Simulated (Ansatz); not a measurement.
Cartesian coordinates (Å):
```xyz
8

C      1.1536    -0.3239     0.0407
C      0.0649     0.4392    -0.0630
N     -1.2433    -0.0006    -0.2072
H      2.1342     0.1254     0.0745
H      1.0953    -1.4053     0.0761
H      0.1618     1.5192    -0.0996
H     -1.4103    -0.9674     0.0271
H     -1.9562     0.6134     0.1515
```
Charge +1, spin multiplicity 2.

Computed with frozen-core CCSD(T)/cc-pVTZ // B3LYP-D3(BJ)/def2-TZVP (Ansatz, a first-principles code). The geometry is that of the parent before the electron was removed.

The HF energy is -132.85605 Ha and the MP2 correlation energy is -0.49319 Ha.

**Question.** Estimate the CCSD correlation energy, the (T) correction, the total energy and the T1 diagnostic.

**Answer.** 
```
Item                            Result
-----------------------  -------------
CCSD correlation energy    -0.52768 Ha
(T) correction             -0.02131 Ha
CCSD(T) total energy     -133.40505 Ha
T1 diagnostic                    0.020
```
